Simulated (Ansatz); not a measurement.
```xyz
11

C    -1.210    0.596    0.070
N     0.006   -0.172    0.020
C     1.168    0.642   -0.214
Zn    0.066   -1.961    0.229
Br    0.140   -4.174    0.486
H    -2.080   -0.041    0.248
H    -1.389    1.137   -0.873
H    -1.185    1.348    0.873
H     1.100    1.186   -1.169
H     1.304    1.397    0.577
H     2.080    0.041   -0.247
```

Charge 0, multiplicity 1.

List the PBE/def2-TZVPP orbital energies in eV (Ansatz 0.2.0). (An estimate is asked.)

The calculation gave: Occupied: -13088.62, -9407.93, -1681.74, -1516.11, -1516.05, -1516.05, -1134.47, -1000.27, -1000.24, -1000.19, -380.40, -269.51, -269.51, -228.52, -170.67, -170.50, -170.49, -126.66, -84.08, -83.99, -83.94, -67.34, -67.29, -67.28, -67.15, -67.15, -22.21, -18.83, -17.52, -15.18, -12.75, -12.39, -12.27, -12.16, -12.15, -11.20, -10.88, -10.79, -9.39, -8.99, -8.80, -7.83, -7.06, -7.06, -4.83. Lowest empty: -1.80, -1.00, -0.54, 0.48, 1.72, 1.92, 1.98, 2.41.
